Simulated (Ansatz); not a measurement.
`N[BH][Al]1[CH2][O]1` + HCl → `[Cl][Al]1[CH2][O]1` + `BN` at 500 K and 1 bar (cleavage of the Al–B bond).

Computed with Ansatz on PBE0-D4/def2-TZVP structures; ΔE is electronic, products minus reactants. CCSD(T)/CBS is the MP2 limit (def2-TZVPP, def2-QZVPP) plus CCSD(T) − MP2 in def2-TZVPP, frozen cores. This one scheme is used for every species. One conformer a species, not always the lowest.

```
              species  CCSD(T)/CBS energy (Eh)  H − E (kJ/mol)  S (J/(mol·K))
`N[BH][Al]1[CH2][O]1`               -437.74917           229.3          411.7
                  HCl               -460.38127            32.5          201.9
 `[Cl][Al]1[CH2][O]1`               -816.25844           113.6          342.3
                 `BN`                -81.93499           148.8          257.4
```

H − E and S are ideal-gas, rigid-rotor, harmonic terms from PBE0-D4/def2-TZVP, for one conformer and one mirror image of each species. 1 Eh = 2625.50 kJ/mol, R = 8.31446 J/(mol·K).

By hand: ΔE, ΔH, ΔS and ΔG.

ΔE = (-816.25844) + (-81.93499) − (-437.74917) − (-460.38127) = -0.06299 Eh = -165.4 kJ/mol. Δ(H − E) = 113.6 + 148.8 − 229.3 − 32.5 = 0.6, so ΔH = -164.8 kJ/mol. ΔS = 342.3 + 257.4 − 411.7 − 201.9 = -13.9 J/(mol·K). ΔG = -164.8 − 500 × (-13.9)/1000 = -157.9 kJ/mol.

By hand: the equilibrium constant, and the temperature at which ΔG would vanish if ΔH and ΔS stayed fixed.

log₁₀ K = −ΔG/(RT ln 10) = 16.5. ΔG = 0 at ΔH/ΔS = 11856 K, far beyond where these terms or the molecules hold.

The number of gas molecules stays the same, so ΔS is small and ΔH decides. A doubt of 5 kJ/mol in ΔE shifts log₁₀ K by 0.5 here. Other conformers and mirror images would add mixing entropy, several J/(mol·K) or more a flexible species. Modes under 60 cm⁻¹, often nearly free rotors, make the harmonic entropy too high. These are equilibria of isolated gas molecules and say nothing of rates. Largest T1 diagnostic: 0.017 (customary marks: 0.02 for closed shells, 0.045 for open ones).
